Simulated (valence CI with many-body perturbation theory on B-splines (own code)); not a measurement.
## Hyperfine factors and g values of Pt³⁷⁺

Computed by configuration interaction combined with many-body perturbation theory (CI+MBPT): five valence electrons over a frozen Dirac-Fock core [Kr], radial functions for each j: 7 s, 7 p, 8 d, 6 f, 4 g, 1 h, with the one-electron correlation potential Σ1, the two-electron term Σ2, the three-electron term Σ3, Breit, model QED; selected CI, second order for the rest, scaled by the run's own slope (own B-spline code, finite nucleus).

No measured spectrum was set against this ion. As an estimate, large intervals hold to a few tenths of a per cent, small ones and those within an open d or f shell to about a per cent. The list stops below the first excitations out of the core.

A/g_I is the dipole constant over the nuclear g factor μ/I (μ in nuclear magnetons, uniformly magnetised nucleus), B/Q the quadrupole constant per barn. Both hold the static response of the core; the bare values leave it out. Large factors of s and p1/2 electrons are usually good to 5 to 10 %; those of open d and f shells near neutrality can be off by tens of per cent, and small factors of p3/2, d and f electrons come from cancelling terms and can be off by a factor of two or in sign, in half-filled shells by more. B is blank for J = 1/2, where it vanishes, and for nearly pure S terms. Energies count from the lowest level.

Levels are named by their leading jj configuration (3d3/2^4 stands for four electrons in 3d with j = 3/2), which in mixed levels can hold well under half, so a name can repeat and another be missing. Letters in brackets count levels of one name in rising energy.

| Level | E (cm⁻¹) | g | A/g_I (MHz) | A/g_I bare | B/Q (MHz/b) | B/Q bare |
| --- | --- | --- | --- | --- | --- | --- |
| (4d3/2^4 4d5/2) J=5/2 | 0 | 1.320 | 10100 | 10800 | 20800 | 20000 |
| (4d3/2^3 4d5/2^2) J=5/2 [a] | 146150 | 1.342 | 5990 | 6750 | 8560 | 8200 |
| (4d3/2^3 4d5/2^2) J=7/2 [a] | 186230 | 1.166 | 13000 | 13200 | 25700 | 24700 |
| (4d3/2^3 4d5/2^2) J=3/2 [a] | 190870 | 1.174 | 16400 | 16700 | 20000 | 19300 |
| (4d3/2^3 4d5/2^2) J=11/2 | 194670 | 1.110 | 17000 | 17100 | -1240 | -1330 |
| (4d3/2^3 4d5/2^2) J=9/2 | 208750 | 1.140 | 15100 | 15300 | 24300 | 23500 |
| (4d3/2^3 4d5/2^2) J=5/2 [b] | 218710 | 1.135 | 15800 | 15900 | -674 | -619 |
| (4d3/2^3 4d5/2^2) J=1/2 | 227700 | 1.795 | -10000 | -7870 |  |  |
| (4d3/2^3 4d5/2^2) J=7/2 [b] | 234150 | 1.078 | 18700 | 18700 | -27400 | -26400 |
| (4d3/2^3 4d5/2^2) J=3/2 [b] | 285650 | 0.792 | 30300 | 29400 | -25000 | -24200 |
| (4d3/2^2 4d5/2^3) J=5/2 [a] | 330470 | 1.297 | 5030 | 5660 | 1490 | 1450 |
| (4d3/2^2 4d5/2^3) J=7/2 [a] | 357740 | 1.215 | 11000 | 11400 | -1500 | -1450 |
| (4d3/2^2 4d5/2^3) J=11/2 | 363270 | 1.091 | 16700 | 16700 | 520 | 517 |
| (4d3/2^2 4d5/2^3) J=9/2 [a] | 368320 | 1.146 | 14300 | 14500 | -2910 | -2820 |
| (4d3/2^2 4d5/2^3) J=1/2 [a] | 378510 | 0.491 | 47400 | 45600 |  |  |
| (4d3/2^2 4d5/2^3) J=13/2 | 383140 | 1.072 | 18000 | 17900 | -9.98 | 4.33 |
| (4d3/2^2 4d5/2^3) J=3/2 [a] | 386070 | 1.178 | 13900 | 14100 | 665 | 623 |
| (4d3/2^2 4d5/2^3) J=5/2 [b] | 389480 | 1.020 | 20200 | 20000 | -3140 | -3010 |
| (4d3/2^2 4d5/2^3) J=9/2 [b] | 410100 | 1.108 | 16200 | 16300 | 845 | 818 |
| (4d3/2^2 4d5/2^3) J=7/2 [b] | 416260 | 0.987 | 22200 | 21900 | -1210 | -1170 |
| (4d3/2^2 4d5/2^3) J=5/2 [c] | 420700 | 1.051 | 18700 | 18600 | 2990 | 2860 |
| (4d3/2^2 4d5/2^3) J=3/2 [b] | 423870 | 0.854 | 27700 | 27000 | 2060 | 2020 |
| (4d3/2^2 4d5/2^3) J=1/2 [b] | 441690 | 1.778 | -12400 | -10400 |  |  |
| (4d3/2^2 4d5/2^3) J=7/2 [c] | 444360 | 1.039 | 20000 | 19800 | 1370 | 1320 |
| (4d3/2^2 4d5/2^3) J=9/2 [c] | 471340 | 1.105 | 16400 | 16400 | 9350 | 9050 |
| (4d3/2^2 4d5/2^3) J=3/2 [c] | 517230 | 1.188 | 13000 | 13300 | -7420 | -7190 |
| (4d3/2^2 4d5/2^3) J=5/2 [d] | 527000 | 1.221 | 12400 | 12800 | 4500 | 4360 |
| (4d3/2 4d5/2^4) J=5/2 [a] | 547400 | 1.194 | 8010 | 8330 | -7870 | -7530 |
| (4d3/2 4d5/2^4) J=7/2 [a] | 575070 | 1.189 | 12400 | 12700 | -29500 | -28500 |
| (4d3/2 4d5/2^4) J=11/2 | 584360 | 1.073 | 17500 | 17400 | 827 | 946 |
| (4d3/2 4d5/2^4) J=3/2 [a] | 584480 | 0.981 | 18900 | 18600 | -21200 | -20400 |
| (4d3/2 4d5/2^4) J=9/2 | 605030 | 1.116 | 15400 | 15500 | -31600 | -30400 |
| (4d3/2 4d5/2^4) J=5/2 [b] | 619070 | 1.111 | 15700 | 15800 | 4610 | 4440 |
| (4d3/2 4d5/2^4) J=7/2 [b] | 629270 | 1.009 | 19900 | 19700 | 32600 | 31500 |
| (4d3/2 4d5/2^4) J=1/2 | 653070 | 1.254 | -4200 | -3690 |  |  |
| (4d3/2 4d5/2^4) J=3/2 [b] | 705470 | 0.867 | 29400 | 28700 | 31000 | 29900 |
| (4d5/2^5) J=5/2 | 790270 | 1.154 | 12300 | 12500 | -31200 | -30100 |

(1) Take the isotope of mass number 195, with I = 1/2, μ = 0.6073 μN. What is the hyperfine structure of (4d3/2^3 4d5/2^2) J=11/2?

Results:

(1) From the table A = 20700 MHz. Shifts from the centre of gravity in MHz: F = 5: -67300, F = 6: 56900.
